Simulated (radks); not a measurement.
Task: These are the eigenvalues of the occupied orbitals of an atom or ion with whole-number occupations (eV). Calculated with a radial shooting solver on a logarithmic mesh with Libxc functionals: scalar-relativistic Kohn-Sham, LDA (Slater exchange, Perdew-Wang correlation), spin-polarised, spherical densities, finite nucleus; Fermi nuclear charge, rms radius of each element as measured or else 0.836 A^(1/3) + 0.57 fm.

orbital  eigenvalue
1s down   -65218.56
1s up     -65218.56
2s up     -11163.31
2s down   -11163.27
2p up     -9809.824
2p down   -9809.798
3s up     -2550.264
3s down   -2550.256
3p up     -2145.736
3p down   -2145.727
3d up     -1665.268
3d down   -1665.249
4s up     -520.5762
4s down   -520.5527
4p up     -387.7461
4p down   -387.7221
4d up     -215.8689
4d down   -215.8365
5s up      -76.6867
5s down    -76.3418
5p up      -45.1561
5p down    -44.6921
4f up      -26.4597
4f down    -26.3632
6s up      -12.2750
6s down    -11.8549
5d up      -11.2118

Which element is it, and in what charge state? The configuration may be excited. Open shells, if any, are filled with parallel spins first.

Result: Z = 72, hafnium, charge +1: Hf+ in [Xe] 4f14 5d1 6s2. The list shows which subshells hold electrons but not how many an open one holds; the 1s level, -2396.7 hartree, gives Z - s = 69.2 by -(Z - s)^2/2, which with screening and relativity narrows Z to a few neighbours, and the depths of the outer levels then fix element, charge and occupations together.
